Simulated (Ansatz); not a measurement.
Reaction (ligand exchange at a Ga–C bond): `O/[C]([GaH2])=N/[SiH3]` + `N#CO` → `N#C[O][GaH2]` + `O/C=N/[SiH3]`

Isolated molecules relaxed with PBE0-D4/def2-TZVP in Ansatz; ΔE leaves out vibrations. CCSD(T)/CBS adds triple-zeta CCSD(T) − MP2 to the extrapolated MP2 energy (def2 sets, frozen cores). This one scheme is used for every species. Double bonds are as drawn, so ΔE can hold a change between cis and trans. Functionals use def2-TZVPP. B3LYP here is the variant with VWN-RPA as its local correlation; programs differ in this. For Ga outer-core shells are correlated without core-valence functions, which leaves a few kJ/mol of doubt a bond. Scalar relativity is left out up to krypton. One conformer a species, not always the lowest.

```
             level  ΔE (kJ/mol)
          B3LYP-D4       -109.2
            B2PLYP       -114.9
               PBE        -99.4
     HF/def2-TZVPP       -140.1
    MP2/def2-TZVPP       -105.5
CCSD(T)/def2-TZVPP       -101.7
     HF/def2-QZVPP       -141.8
      HF/CBS(def2)       -142.0
```

**Question.** What does CCSD(T)/CBS give? (Estimate.)

**Answer.** Computed: -98.7 kJ/mol. The listed levels differ from it by -10.5, -16.2, -0.7, -41.4, -6.8, -3.0, -43.1, -43.3 kJ/mol.

Largest T1 diagnostic among the species: 0.015.

The D4 term adds +9.4 kJ/mol with B3LYP and +5.0 kJ/mol with PBE0; it sums over pairs of atoms, weighted by their polarisabilities, and B3LYP, whose exchange is more repulsive, gets the larger term. In def2-TZVPP, CCSD(T) changes the Hartree–Fock value by +38.4 kJ/mol (the triples alone add +5.0 kJ/mol) and MP2 by +34.6 kJ/mol.
